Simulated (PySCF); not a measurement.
Diatomic anions of H with group 15

CCSD(T) with triple-zeta basis sets in PySCF, for the lowest determinant that a PBE0 search found; no spin–orbit coupling. De refers to high-spin ground-configuration atoms (the charge goes to the atom of lower measured ionisation energy or higher electron affinity, which is not always the lowest computed limit).

```csv
M,basis,"reference, frozen orbitals",charged atom,state (unpaired electrons),Re (Å),ωe (cm⁻¹),De (eV)
N,def2-TZVPPD,"UHF, 1",H−,doublet (π ↑),1.038,3216,n/a
P,def2-TZVPPD,"UHF, 5",H−,doublet (π ↑),1.440,2237,n/a
Sb,def2-TZVPPD,"UHF, 4",Sb−,doublet (π ↑),1.725,1826,n/a
```

The shortest bond is that of NH⁻ (1.038 Å), the longest that of SbH⁻ (1.725 Å).

Down a group the atoms grow and get heavier, so bonds lengthen and wavenumbers fall; this series shows no clear exception.

Correlated steps freeze the inner cores (1 to 5 orbitals); shallow outer-core shells are correlated. Spin–orbit coupling is left out, which matters for elements this heavy, above all for dissociation energies. States were picked by a PBE0 search and need not be the measured ground states.
